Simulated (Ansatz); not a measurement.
Reaction (ligand exchange at the Si–O bond): `O[Si]1(F)O[SiH2]1` + H–F → `F[Si]1(F)O[SiH2]1` + H₂O

Calculated with Ansatz (gas phase, PBE0-D4/def2-TZVP geometries, no zero-point term in ΔE). CCSD(T)/CBS adds triple-zeta CCSD(T) − MP2 to the extrapolated MP2 energy (def2 sets, frozen cores). This one scheme is used for every species. DFT in def2-TZVPP. B3LYP here is the variant with VWN-RPA as its local correlation; programs differ in this. One conformer a species, not always the lowest.

```tsv
level	ΔE (kJ/mol)
BLYP-D4	-35.3
B3LYP-D4	-34.8
CAM-B3LYP-D4	-35.5
ωB97X-V	-35.0
RPA@PBE/def2-TZVPP	-35.0
CCSD/def2-SVP	-32.5
MP2/def2-TZVPP	-31.8
HF/def2-QZVPP	-40.9
```

(1) What does CCSD(T)/CBS give? (Best estimate.)

Largest T1 diagnostic among the species: 0.014.

Results:

(1) The calculation gave: -34.1 kJ/mol. The listed levels differ from it by -1.2, -0.7, -1.4, -0.9, -0.9, 1.6, 2.3, -6.8 kJ/mol.

In def2-TZVPP, CCSD(T) changes the Hartree–Fock value by +6.0 kJ/mol (the triples alone add +1.1 kJ/mol) and MP2 by +7.7 kJ/mol. Leaving LDA and LC-ωPBE aside and taking each functional with its dispersion term where it has one, the values, not all of them listed here, spread over 6.8 kJ/mol, from B97M-V to revPBE-D4. LDA lies +5.0 kJ/mol from PBE without D4.
